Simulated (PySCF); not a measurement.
ZnN: script and output

The script input.py:

```python
from pyscf import gto, dft

mol = gto.M(
    atom='Zn 0 0 0; N 0 0 1.661',
    basis='def2-svpd',
    charge=0,
    spin=3,
    symmetry=True,
    verbose=4,
)
mf = dft.UKS(mol, xc='tpss')
mf.kernel()
g = mf.nuc_grad_method()
g.grid_response = True
g.kernel()
mf.dip_moment()
print('orbital energies (hartree):', [e[max(0, n-3):n+3].round(4) for e, n in zip(mf.mo_energy, mol.nelec)])
```

```bash
$ python input.py
```

It prints (some set-up lines and the per-cycle HOMO/LUMO lines with their warnings removed):

```
PySCF version 2.14.0

[INPUT] Symbol           X                Y                Z      unit          X                Y                Z       unit  Magmom
[INPUT]  1 Zn     0.000000000000   0.000000000000   0.000000000000 AA    0.000000000000   0.000000000000   0.000000000000 Bohr   0.0
[INPUT]  2 N      0.000000000000   0.000000000000   1.661000000000 AA    0.000000000000   0.000000000000   3.138835092903 Bohr   0.0

nuclear repulsion = 66.9038015010235
point group symmetry = Coov
symmetry origin: [0.         0.         0.59383367]
symmetry axis x: [1. 0. 0.]
symmetry axis y: [0. 1. 0.]
symmetry axis z: [0. 0. 1.]
num. orbitals of irrep A1 = 20
num. orbitals of irrep E1x = 11
num. orbitals of irrep E1y = 11
num. orbitals of irrep E2x = 5
num. orbitals of irrep E2y = 5
num. orbitals of irrep E3x = 1
num. orbitals of irrep E3y = 1
number of shells = 20
number of NR pGTOs = 106
number of NR cGTOs = 54
basis = def2-svpd
ecp = {}

******** <class 'pyscf.dft.uks_symm.SymAdaptedUKS'> ********
method = SymAdaptedUKS
initial guess = minao
damping factor = 0
level_shift factor = 0
DIIS = <class 'pyscf.scf.diis.CDIIS'>
SCF conv_tol = 1e-09
SCF max_cycles = 50
number electrons alpha = 20  beta = 17
XC functionals = tpss

grids dens level: 3
Freeze 0 electrons in irreps []
    37 free electrons in irreps A1 E1x E1y E2x E2y E3x E3y
tot grids = 34544
init E= -1833.42526488256

cycle= 1 E= -1833.38211932978  delta_E= 0.0431  |g|= 0.991  |ddm|= 1.45
cycle= 2 E= -1832.12203041967  delta_E= 1.26  |g|= 1.83  |ddm|= 2.14

cycle= 3 E= -1833.59036564478  delta_E= -1.47  |g|= 0.425  |ddm|= 2.08
cycle= 4 E= -1833.65662282843  delta_E= -0.0663  |g|= 0.214  |ddm|= 0.879
cycle= 5 E= -1833.68608761374  delta_E= -0.0295  |g|= 0.018  |ddm|= 0.277
cycle= 6 E= -1833.68622100591  delta_E= -0.000133  |g|= 0.00339  |ddm|= 0.0302
cycle= 7 E= -1833.68622723869  delta_E= -6.23e-06  |g|= 0.000615  |ddm|= 0.00659
cycle= 8 E= -1833.68622731812  delta_E= -7.94e-08  |g|= 0.000285  |ddm|= 0.000626
cycle= 9 E= -1833.68622737015  delta_E= -5.2e-08  |g|= 1.81e-05  |ddm|= 0.000463
cycle= 10 E= -1833.68622737046  delta_E= -3.09e-10  |g|= 5.61e-06  |ddm|= 5.31e-05
Extra cycle  E= -1833.68622737037  delta_E= 8.75e-11  |g|= 1.3e-05  |ddm|= 2.91e-05
converged SCF energy = -1833.68622737037  <S^2> = 3.7569039  2S+1 = 4.0034505

******** <class 'pyscf.grad.uks.Gradients'> for <class 'pyscf.dft.uks_symm.SymAdaptedUKS'> ********
unit = Eh/Bohr
grid_response = True
--------------- SymAdaptedUKS gradients ---------------
         x                y                z
0 Zn     0.0000000000     0.0000000000     0.1285669027
1 N     0.0000000000     0.0000000000    -0.1285669027
----------------------------------------------
Dipole moment(X, Y, Z, Debye):  0.00000,  0.00000, -0.93422
orbital energies (hartree): [array([-0.2877, -0.2877, -0.1741, -0.0355, -0.0355,  0.0194]), array([-0.4345, -0.4267, -0.2481, -0.1539, -0.1539, -0.1153])]
```

In short: E(SCF) = -1833.686227 Eh, 10 cycles, ⟨S²⟩ = 3.757, μz(SCF) = -0.93 D, gradient on the second atom -0.1286 Eh/bohr.

Wall time 6.7 s on one thread of a shared host.

The bond length is a typed value, not an optimised one. No search for the lowest solution was made.
